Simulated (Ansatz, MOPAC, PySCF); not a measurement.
Species: SrCl, charge 1, multiplicity 1. SMILES: [Cl][Sr+]
Geometry: optimised at B3LYP-D3(BJ)/def2-TZVP (Ansatz, a first-principles code).

Unscaled harmonic wavenumbers (cm⁻¹) in rising order, each level at the stationary point that it reaches from this structure (no distance between atoms moves by over 0.3 Å); the order of modes can differ between levels, and a negative number is imaginary. B3LYP-D3(BJ)/def2-TZVP (PySCF, at the structure above): 358.

PM7 (MOPAC): 411. Zero-point energy 0.6 against 0.5 kcal/mol.

B3LYP/6-31G* with LANL2DZ past Ar (Ansatz): 300. Zero-point energy 0.4 against 0.5 kcal/mol.
